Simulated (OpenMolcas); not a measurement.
## Ni4+: moving or changing the point charges

Ni4+ among 5 point charges of -2 e arranged as a trigonal bipyramid (D3h), 1.79 Å from the ion, with the axial distance 2.058 Å.
```
   1.7900    0.0000    0.0000  -2.00
  -0.8950    1.5502    0.0000  -2.00
  -0.8950   -1.5502    0.0000  -2.00
   0.0000    0.0000    2.0585  -2.00
   0.0000    0.0000   -2.0585  -2.00
```

```yaml
Program: OpenMolcas 26.06
Method: CASSCF
Basis: ANO-RCC-VDZP [5s4p2d1f]
Scalar_Hamiltonian: DKH2, point nucleus
Active_space: 6 electrons in 5 orbitals (3d)
State_averaging: 2S+1 = 5 even, 5 roots; 2S+1 = 3 even, 45 roots; 2S+1 = 1 even, 50 roots
Spin-orbit_coupling: state interaction with AMFI integrals over the reference wave functions
```

Runs around this geometry, states (labels of D3, the rotations of D3h). Energies in cm-1 above the lowest state or level, χT in cm3 K/mol.

| R (Å) | q (e) | Axial / equatorial distance | Ground state | First state of that spin | First gap with spin-orbit (degeneracies) | χT at 300 K | First state of another spin |
| --- | --- | --- | --- | --- | --- | --- | --- |
| 1.79 | -2 | 1.06 | 5E | 5E 442.2 | 128.6 (2, 2) | 5.111 | 3A2 27912 |
| 1.79 | -1.3 | 1.15 | 5E | 5E 1259 | 37.9 (2, 2) | 4.968 | 3A2 29053 |
| 1.66 | -2 | 1.15 | 5E | 5E 2458 | 98.1 (2, 2) | 4.408 | 3A2 28397 |
| 1.79 | -2 | 1.15 | 5E | 5E 1874 | 70.6 (2, 2) | 4.639 | 3A2 28844 |
| 2 | -2 | 1.15 | 5E | 5A1 1238 | 26.4 (2, 2) | 5.028 | 3E 29098 |

Scaling the charges by -1.3 / -2 = 0.65 scales the first state of the same spin by 1259 / 1874 = 0.67; with fixed orbitals a first-order splitting would follow the charge.

An orbital doublet at a regular site is open to a Jahn-Teller distortion, which this geometry leaves out. Without dynamic correlation the repulsion within the d shell is too large (B by tens of per cent), so at a given field states of lower spin stand too high. Point charges give a weaker field than real ligands, and real ions of this kind are often low spin; the high spin found here belongs to the model. The ground term spreads over less than 5000 cm-1, several times less than with real ligands, so orbital moments are less quenched and χT lies further from the spin-only value than at real sites. Point charges carry no covalency, so the field is a model and not that of real ligands. No measured value stands beside these numbers.
